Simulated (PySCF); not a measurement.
CH₄AlBO, CH₆NSi, CH₃BClSi (calculated)

Computed with PySCF 2.14.0. Calculation on a computer-drawn molecule: optimised geometry and harmonic frequencies of an isolated molecule of the commonest isotopes, restricted reference for singlets and unrestricted otherwise, frozen core in MP2.

Common to all runs: method HF; basis cc-pV(D+d)Z.

(1) CH₄AlBO

Start structure:
```xyz
8
CH4AlBO
C     -0.3018     0.2029     0.4878
B      0.5929    -0.8795     1.0812
O      0.6059    -0.9656     2.4365
Al     1.7754    -1.9179    -0.5565
H      0.2435     0.7883    -0.2040
H     -0.9294     0.7134     1.0699
H     -0.9754    -0.3715    -0.3085
H      1.1473    -1.5799     2.9375
```

It was run with charge 0 and multiplicity 1.

Drawn bonds:
| atom | other atom | order |
| --- | --- | --- |
| 1 | 2 | 1 |
| 2 | 3 | 1 |
| 2 | 4 | 1 |
| 1 | 5 | 1 |
| 1 | 6 | 1 |
| 1 | 7 | 1 |
| 3 | 8 | 1 |

(2) CH₆NSi

Start structure:
```xyz
9
CH6NSi
N     -0.1940    -0.5078    -1.2387
C     -1.5399     0.0619    -1.0884
Si    -2.7894    -1.2491    -1.6444
H      0.5212     0.1892    -0.9733
H     -0.0782    -1.2746    -0.5668
H     -1.6835     0.9437    -1.7245
H     -1.7682     0.4031    -0.0473
H     -2.5586    -1.6850    -2.9639
H     -2.8459    -2.3616    -0.6634
```

Settings of this run: charge 0 and multiplicity 2.

Drawn bonds:
| atom | other atom | order |
| --- | --- | --- |
| 1 | 2 | 1 |
| 2 | 3 | 1 |
| 1 | 4 | 1 |
| 1 | 5 | 1 |
| 2 | 6 | 1 |
| 2 | 7 | 1 |
| 3 | 8 | 1 |
| 3 | 9 | 1 |

(3) CH₃BClSi

Start structure:
```xyz
7
CH3BClSi
B     -0.9179     0.8808     0.4231
C     -1.9204    -0.0400     0.4522
Si    -2.0951    -1.7075     1.2497
Cl    -0.7783    -2.6445     2.2522
H     -0.0375     1.7121     0.4010
H     -2.7971     0.2795    -0.0484
H     -3.4391    -2.3216     0.9737
```

Settings of this run: charge 1 and multiplicity 1.

Drawn bonds:
| atom | other atom | order |
| --- | --- | --- |
| 1 | 2 | 2 |
| 2 | 3 | 1 |
| 3 | 4 | 1 |
| 1 | 5 | 1 |
| 2 | 6 | 1 |
| 3 | 7 | 1 |

Question: CH₄AlBO (entry 1): rotational constants?
Answer: 8.832, 3.47, 2.53 GHz

Question: CH₄AlBO (entry 1): total energy?
Answer: -381.6706 hartree

Question: Estimate the total energy of CH₆NSi (entry 2).
Answer: -384.6962 hartree

Question: What rotational constants does the calculation give for CH₆NSi (entry 2)?
Answer: 26.95, 5.227, 4.805 GHz

Question: Give the table of modes values for CH₆NSi (entry 2).
Answer: 
Modes:
| frequency (cm⁻¹) | reduced mass (dalton) |
| --- | --- |
| 175.1 | 1.142 |
| 261.1 | 2.445 |
| 282.6 | 1.18 |
| 565.1 | 1.041 |
| 675.1 | 3.524 |
| 773.4 | 1.281 |
| 878.6 | 1.259 |
| 996.1 | 1.125 |
| 1013 | 1.278 |
| 1129 | 2.867 |
| 1196 | 1.129 |
| 1371 | 1.225 |
| 1466 | 1.364 |
| 1582 | 1.081 |
| 1790 | 1.085 |
| 2276 | 1.037 |
| 2302 | 1.046 |
| 3115 | 1.07 |
| 3203 | 1.091 |
| 3704 | 1.052 |
| 3781 | 1.093 |

Question: Estimate the total energy of CH₃BClSi (entry 3).
Answer: -812.4817 hartree

Question: CH₃BClSi (entry 3): rotational constants?
Answer: 9.945, 2.96, 2.281 GHz

Question: Give the table of modes values for CH₃BClSi (entry 3).
Answer: 
Modes:
| frequency (cm⁻¹) | reduced mass (dalton) |
| --- | --- |
| 124.5 | 4.321 |
| 180.7 | 2.786 |
| 341.2 | 4.063 |
| 529.4 | 1.157 |
| 623.5 | 11.93 |
| 668.9 | 1.284 |
| 790.6 | 1.51 |
| 817.2 | 1.36 |
| 820.6 | 1.336 |
| 969.5 | 1.946 |
| 1084 | 1.397 |
| 1500 | 6.165 |
| 2468 | 1.045 |
| 2979 | 1.126 |
| 3280 | 1.087 |

Further results for CH₄AlBO (entry 1):

| Item | Value |
| --- | --- |
| convergence status largest gradient component | 3.784e-05 hartree/bohr |

Optimised structure:
```xyz
8
CH4AlBO
C     -0.3670     0.1950     0.4081
B      0.6295    -0.8795     1.0285
O      0.5912    -0.9697     2.3925
Al     1.9673    -2.1195    -0.3451
H      0.1737     0.9225    -0.2107
H     -0.9292     0.7414     1.1717
H     -1.0851    -0.2917    -0.2650
H      1.1779    -1.6083     2.7639
```

Modes:
| frequency (cm⁻¹) | reduced mass (dalton) |
| --- | --- |
| 39.89 | 1.044 |
| 140.5 | 4.366 |
| 296.5 | 6.506 |
| 312.5 | 3.644 |
| 480.6 | 3.292 |
| 631.3 | 1.109 |
| 859.3 | 1.922 |
| 885.5 | 1.426 |
| 1001 | 1.606 |
| 1226 | 1.513 |
| 1311 | 6.881 |
| 1433 | 1.376 |
| 1549 | 1.063 |
| 1556 | 1.053 |
| 3136 | 1.039 |
| 3189 | 1.096 |
| 3229 | 1.101 |
| 4179 | 1.067 |

Further results for CH₆NSi (entry 2):

| Quantity | Value |
| --- | --- |
| spin squared | 0.7537 |
| convergence status largest gradient component | 3.947e-05 hartree/bohr |

Optimised structure:
```xyz
9
CH6NSi
N     -0.1834    -0.5096    -1.1800
C     -1.5313     0.0493    -1.0806
Si    -2.8357    -1.2352    -1.5866
H      0.5031     0.1918    -0.9552
H     -0.0590    -1.2450    -0.5046
H     -1.6136     0.8838    -1.7832
H     -1.7786     0.4562    -0.0896
H     -2.6948    -1.6301    -3.0084
H     -2.7432    -2.4414    -0.7225
```

Further results for CH₃BClSi (entry 3):

| Quantity | Value |
| --- | --- |
| convergence status largest gradient component | 2.354e-05 hartree/bohr |

Optimised structure:
```xyz
7
CH3BClSi
B     -0.8959     0.7970     0.4854
C     -2.0412    -0.0274     0.4143
Si    -2.1676    -1.5988     1.1485
Cl    -0.6698    -2.3948     2.1764
H      0.0628     1.4681     0.5543
H     -2.9102     0.3380    -0.1346
H     -3.3636    -2.4233     1.0594
```
